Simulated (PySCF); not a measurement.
C6H5, SMILES c1c[c]ccc1, multiplicity 2. Atoms are numbered in the order given.

```xyz
11

C      0.0000     0.0000    -1.3970
C      0.0000    -1.2257    -0.7707
C      0.0000    -1.2127     0.6310
C      0.0000     0.0000     1.3221
C      0.0000     1.2127     0.6310
C      0.0000     1.2257    -0.7707
H      0.0000    -2.1676    -1.3257
H      0.0000    -2.1576     1.1815
H      0.0000     0.0000     2.4145
H      0.0000     2.1576     1.1815
H      0.0000     2.1676    -1.3257
```
Charge 0, spin multiplicity 2.

Geometry optimised at PBE0-D3(BJ)/def2-SVP. The isomer is the one that the SMILES or the coordinates give; other isomers of the formula were not compared.

Computed with PBE/pcH-1 in PySCF.

Unrestricted Kohn–Sham, ⟨S²⟩ = 0.756. Hyperfine tensors hold the contact and dipolar terms, without spin-orbit corrections.

### Question
Estimate the hyperfine couplings. (Estimate from the structure and the level; the computed values follow.)

### Answer

```csv
nucleus,A(iso) (MHz),A(iso) (G),dipolar principal values (MHz)
13C no. 1,369.8,132.0,"-77.0, -61.7, 138.7"
13C no. 2,12.4,4.4,"-13.3, -2.4, 15.7"
13C no. 3,46.1,16.5,"-6.1, -3.4, 9.4"
13C no. 4,-5.2,-1.9,"-5.6, 1.9, 3.7"
13C no. 5,46.1,16.5,"-6.1, -3.4, 9.4"
13C no. 6,12.4,4.4,"-13.3, -2.4, 15.7"
1H no. 7,54.2,19.3,"-6.7, -5.5, 12.2"
1H no. 8,18.4,6.6,"-3.1, -2.0, 5.1"
1H no. 9,7.2,2.6,"-1.6, 0.1, 1.4"
1H no. 10,18.4,6.6,"-3.1, -2.0, 5.1"
1H no. 11,54.2,19.3,"-6.7, -5.5, 12.2"
```
